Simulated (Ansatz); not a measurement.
Input for Ansatz (an electronic-structure program): U-CCSD(T)/def2-QZVPP on WO, 2S+1 = 3, a spin state set in the input, which need not be the lowest, a point of a bond scan (R = 1.652 Å). Elements past Kr take the def2 small-core potentials; no spin–orbit coupling. Files ending in .json are basis or fitting sets from the Basis Set Exchange.

Ansatz 0.2 input:
```yaml
crystal:
  periodic: [false, false, false]
  atoms:
    - {symbol: W, position_ang: [0.00000000, 0.00000000, 0.00000000]}
    - {symbol: O, position_ang: [0.00000000, 0.00000000, 1.65248600]}
basis:
  gaussian:
    orbitals: def2-QZVPP.json
    pivot_positions_ang: [[0.00000000, 0.00000000, 0.00000000], [0.00000000, 0.00000000, 1.65248600]]
magnetization: {spin_polarized: true, initial_magnetization: 2}
correlation: {method: ccsd_t, electrons: valence}
output: {orbitals: {seedname: ./end}}
```

Output:

```
WARN ansatz: RAYON_NUM_THREADS=2 ignored (pool sized by the plan → 2); use --threads N
Functional definition: HF
integrals: 0.45 GiB planned
961 factors; integrals over basis functions are off by at most 3.4e-4 eV
mean field: 0.40 GiB planned
mean field evaluation 1: about -3838.0323 eV, gradient 3.6e1 eV
mean field evaluation 2: about -3838.0329 eV, gradient 3.6e1 eV
mean field evaluation 4: about -3843.3179 eV, gradient 3.0e0 eV
mean field evaluation 8: about -3843.7364 eV, gradient 6.9e-1 eV
mean field evaluation 16: about -3843.7607 eV, gradient 4.6e-1 eV
mean field evaluation 32: about -3840.9863 eV, gradient 1.6e1 eV
mean field evaluation 64: about -3843.7694 eV, gradient 1.2e-2 eV
mean field evaluation 96: about -3843.7690 eV, gradient 3.3e-2 eV
mean field evaluation 128: about -3838.8388 eV, gradient 1.2e0 eV
mean field evaluation 160: about -3842.8527 eV, gradient 2.5e0 eV
mean field evaluation 192: about -3842.4313 eV, gradient 1.5e0 eV
mean field evaluation 224: about -3842.8295 eV, gradient 1.2e-2 eV
mean field evaluation 256: about -3841.2229 eV, gradient 1.1e1 eV
mean field evaluation 288: about -3842.3620 eV, gradient 5.6e-1 eV
mean field evaluation 320: about -3842.1676 eV, gradient 1.2e-1 eV
mean field evaluation 352: about -3842.1299 eV, gradient 3.9e-1 eV
mean field evaluation 384: about -3841.8932 eV, gradient 5.0e0 eV
mean field evaluation 416: about -3841.6068 eV, gradient 4.6e-1 eV
mean field evaluation 448: about -3842.2593 eV, gradient 1.1e0 eV
mean field evaluation 480: about -3842.2644 eV, gradient 1.1e-1 eV
mean field evaluation 512: about -3842.1642 eV, gradient 6.1e-4 eV
mean field evaluation 544: about -3842.8239 eV, gradient 7.3e-1 eV
mean field evaluation 576: about -3842.8295 eV, gradient 2.9e-4 eV
mean field evaluation 608: about -3842.7031 eV, gradient 1.1e0 eV
mean field evaluation 640: about -3840.9980 eV, gradient 4.8e0 eV
mean field evaluation 672: about -3841.7033 eV, gradient 1.9e0 eV
mean field evaluation 704: about -3841.8858 eV, gradient 2.7e0 eV
mean field evaluation 736: about -3841.7621 eV, gradient 9.8e-2 eV
mean field evaluation 768: about -3841.7628 eV, gradient 2.3e-2 eV
mean field evaluation 800: about -3837.0283 eV, gradient 1.2e1 eV
mean field evaluation 832: about -3833.9033 eV, gradient 4.9e1 eV
mean field evaluation 864: about -3838.8685 eV, gradient 7.0e0 eV
mean field evaluation 896: about -3839.1322 eV, gradient 8.7e-4 eV
mean field evaluation 928: about -3839.5848 eV, gradient 4.7e-3 eV
mean field evaluation 960: about -3838.8987 eV, gradient 1.9e-2 eV
mean field evaluation 992: about -3838.7825 eV, gradient 4.1e-2 eV
mean field -3843.76949977 eV, -141.2559237160 hartree, gradient 1.7e-6 eV, S^2 2.485525; 20 other end points of the search recorded, 0 dependent functions left out
determinant -3843.76949977 eV, -141.2559237160 hartree, with singles and doubles -3862.48797531 eV, -141.9438150041 hartree
determinant -3843.76944135 eV, -141.2559215690 hartree, with singles and doubles -3862.49233129 eV, -141.9439750834 hartree
determinant -3842.82954673 eV, -141.2213810790 hartree, with singles and doubles -3861.11977534 eV, -141.8935345829 hartree
determinant -3842.39959882 eV, -141.2055807846 hartree, with singles and doubles -3861.14675120 eV, -141.8945259272 hartree
determinant -3842.38424404 eV, -141.2050165068 hartree, with singles and doubles -3860.61874502 eV, -141.8751220581 hartree
determinant -3842.25855575 eV, -141.2003975473 hartree, with singles and doubles -3860.70861611 eV, -141.8784247598 hartree
determinant -3842.16420869 eV, -141.1969303570 hartree, with singles and doubles -3860.94307106 eV, -141.8870408203 hartree
determinant -3841.76286281 eV, -141.1821811680 hartree, with singles and doubles -3860.40234708 eV, -141.8671695806 hartree
determinant -3841.57697835 eV, -141.1753500401 hartree, with singles and doubles -3859.67816892 eV, -141.8405565238 hartree
determinant -3841.54952758 eV, -141.1743412427 hartree, with singles and doubles -3859.97477807 eV, -141.8514567090 hartree
determinant -3841.49869699 eV, -141.1724732531 hartree, with singles and doubles -3859.87903131 eV, -141.8479380807 hartree
determinant -3843.76949977 eV, -141.2559237160 hartree, with singles and doubles -3862.45209483 eV, -141.9424964209 hartree
determinant -3843.76944135 eV, -141.2559215690 hartree, with singles and doubles -3862.45347793 eV, -141.9425472488 hartree
1 core orbitals not correlated
reference -3843.76944135 eV, -141.2559215690 hartree; 11, 9 occupied and 126, 128 virtual orbitals, 961 factors
second order -19.18054832 eV of doubles, -0.00000000 eV of singles
coupled cluster: 1.47 GiB planned
cycle   1  -18.68403803 eV  change   -1.5e-6 eV  update   4.6e-6
coupled cluster: 1.48 GiB planned
perturbative correction -1.12461771 eV, -0.0413289384 hartree
Total energy: -3863.57809708 eV, -141.9838762405 hartree
```

The calculation finished and met its thresholds. Its determinant has ⟨S²⟩ = 2.48, a mixture of spin states.

Cost: roughly 8 core-minutes.
